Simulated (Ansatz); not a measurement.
Harmonic frequencies (cm⁻¹) at PBE0-D4/def2-TZVP from Ansatz: 44, 81, 227, 279, 318, 348, 429, 582, 639, 709, 730, 731, 733, 790, 918, 1950, 1966, 2154, 2203, 2206, 3466.

**Question.** Which molecule is it?
A. `C#C[SiH2][GaH2]`
B. `OB[SiH2][AlH2]`
C. `C1OCO1`
D. `B[CH2][GaH2]`

**Answer.** A.
